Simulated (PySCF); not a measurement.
## Electron correlation in Mo+ (molybdenum, charge +1)

[Kr] 4d5, high-spin 6S determinant. All numbers are calculated (PySCF 2.14, scalar relativity through the core potential, in def2-QZVPPD with the def2 core potential (28 electrons)). Frozen: nothing; 13 electrons correlated.

```json
{"level": "CCSD", "correlation energy (mhartree)": "-373.70"}
{"level": "(T)", "correlation energy (mhartree)": "-10.29"}
{"level": "CCSD(T)", "correlation energy (mhartree)": "-383.99"}
```

Diagnostics: T1 = 0.0033, D1 = 0.0053, largest double amplitude 0.019.

Problem. Is a single reference adequate?

Solution. Yes, within this model without spin-orbit coupling: T1 lies below 0.03 and no double amplitude reaches 0.07.

The basis has no tight functions for the innermost shells, so their pair energies are far from complete.

This basis was not built for core-valence correlation, so the inner-shell part is incomplete.
